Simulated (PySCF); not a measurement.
A structure optimised at PBE-D3(BJ)/def2-SVP, used in a PySCF frequency run:

```xyz
10

O     -0.3783    -2.3047     0.0000
C     -0.1169    -1.1250     0.0000
C      1.2669    -0.5282     0.0000
C      1.3485     0.8228     0.0000
Si    -0.4250     1.4366     0.0000
O     -1.0924    -0.1484     0.0000
H      2.1163    -1.2298     0.0000
H      2.3059     1.3651     0.0000
H     -0.8486     2.1797    -1.2305
H     -0.8486     2.1797     1.2305
```

### Question
Write its SMILES, formula and point group.

### Answer
O=C1C=C[SiH2]O1, C3H4O2Si, Cs

### Question
What are its rotational constants (standard atomic weights)?

### Answer
6.1661, 2.7184, 1.9307 GHz
